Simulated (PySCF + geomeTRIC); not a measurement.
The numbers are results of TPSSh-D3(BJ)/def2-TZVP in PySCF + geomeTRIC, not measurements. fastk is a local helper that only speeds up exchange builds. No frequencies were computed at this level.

```python
import json, numpy as np
from pyscf import gto, dft
from fastk import lowrank_exchange
atoms = """
C      1.805916    -0.110144     0.331526
C      0.665051     0.093565    -0.317070
C     -0.645241    -0.066426     0.284189
C     -1.815569     0.122908    -0.314055
F     -0.633461    -0.446973     1.584060
H      1.817347    -0.412847     1.365457
H      2.760530     0.018457    -0.147615
H      0.650919     0.397143    -1.353814
H     -1.864495     0.424547    -1.342746
H     -2.740996    -0.020230     0.213580
"""
def scf(charge, spin, dm0=None):
    mol = gto.M(atom=atoms, basis='def2-tzvp', ecp={}, charge=charge, spin=spin, verbose=3, max_memory=5040)
    mf = dft.KS(mol, xc='tpssh').density_fit(auxbasis="def2-universal-jkfit")
    mf.disp = 'd3bj'
    mf.grids.level = 3
    mf.conv_tol = 1e-8
    mf.max_cycle = 60
    mf.kernel(dm0)
    if not mf.converged:
        mf = mf.newton().run(mf.mo_coeff, mf.mo_occ).undo_soscf()
    return mf
mf = scf(0, 0)
from pyscf.geomopt.geometric_solver import kernel as optimize
path = []
done, mol = optimize(mf, maxsteps=80, assert_convergence=False, callback=lambda env: path.append((env["energy"], bool(env["g_scanner"].converged))))
res = dict(converged=bool(done and path[-1][1]), energy=path[-1][0], path=[e for e, c in path], xyz=mol.atom_coords(unit="Angstrom").tolist(), nao=mol.nao)
json.dump(res, open("result.json", "w"))
```

Output:

```
converged SCF energy = -255.349631386959
Geometry optimization cycle 1
converged SCF energy = -255.349631385845
cycle 1: E = -255.349631386  dE = -255.35  norm(grad) = 0.0136224
Geometry optimization cycle 2
converged SCF energy = -255.349773223545
cycle 2: E = -255.349773224  dE = -0.000141838  norm(grad) = 0.00832715
Geometry optimization cycle 3
converged SCF energy = -255.349849318005
cycle 3: E = -255.349849318  dE = -7.60945e-05  norm(grad) = 0.00620933
Geometry optimization cycle 4
converged SCF energy = -255.349910106724
cycle 4: E = -255.349910107  dE = -6.07887e-05  norm(grad) = 0.00211218
Geometry optimization cycle 5
converged SCF energy = -255.349915683591
cycle 5: E = -255.349915684  dE = -5.57687e-06  norm(grad) = 0.00191984
Geometry optimization cycle 6
converged SCF energy = -255.349923149311
cycle 6: E = -255.349923149  dE = -7.46572e-06  norm(grad) = 0.000233566
Geometry optimization cycle 7
converged SCF energy = -255.349923045712
cycle 7: E = -255.349923046  dE = 1.036e-07  norm(grad) = 0.000140738
Geometry optimization cycle 8
converged SCF energy = -255.349923222812
cycle 8: E = -255.349923223  dE = -1.771e-07  norm(grad) = 9.41637e-05
<class 'geometric.internal.Distance'> : 9
<class 'geometric.internal.Angle'> : 8
<class 'geometric.internal.OutOfPlane'> : 4
<class 'geometric.internal.Dihedral'> : 12
<class 'geometric.internal.TranslationX'> : 1
<class 'geometric.internal.TranslationY'> : 1
<class 'geometric.internal.TranslationZ'> : 1
<class 'geometric.internal.RotationA'> : 1
<class 'geometric.internal.RotationB'> : 1
<class 'geometric.internal.RotationC'> : 1
Step    0 : Gradient = 4.308e-03/6.367e-03 (rms/max) Energy = -255.3496313858
Step    1 : Displace = 2.239e-02/3.380e-02 (rms/max) Trust = 1.000e-01 (=) Grad = 2.633e-03/4.648e-03 (rms/max) E (change) = -255.3497732235 (-1.418e-04) Quality = 0.397
Step    2 : Displace = 2.090e-02/3.465e-02 (rms/max) Trust = 1.000e-01 (=) Grad = 1.964e-03/2.936e-03 (rms/max) E (change) = -255.3498493180 (-7.609e-05) Quality = 0.367
Step    3 : Displace = 1.132e-02/1.847e-02 (rms/max) Trust = 1.000e-01 (=) Grad = 6.679e-04/1.198e-03 (rms/max) E (change) = -255.3499101067 (-6.079e-05) Quality = 0.698
Step    4 : Displace = 5.357e-03/7.312e-03 (rms/max) Trust = 1.000e-01 (=) Grad = 6.071e-04/9.324e-04 (rms/max) E (change) = -255.3499156836 (-5.577e-06) Quality = 0.281
Step    5 : Displace = 2.812e-03/3.992e-03 (rms/max) Trust = 1.000e-01 (=) Grad = 7.386e-05/1.052e-04 (rms/max) E (change) = -255.3499231493 (-7.466e-06) Quality = 0.981
Step    6 : Displace = 1.592e-03/3.403e-03 (rms/max) Trust = 1.414e-01 (+) Grad = 4.451e-05/8.235e-05 (rms/max) E (change) = -255.3499230457 (+1.036e-07) Quality = -0.209
Step    7 : Displace = 4.577e-04/9.287e-04 (rms/max) Trust = 7.960e-04 (-) Grad = 2.978e-05/4.591e-05 (rms/max) E (change) = -255.3499232228 (-1.771e-07) Quality = 0.793
Converged! =D
```

Cost: around 4 core-minutes (rough).
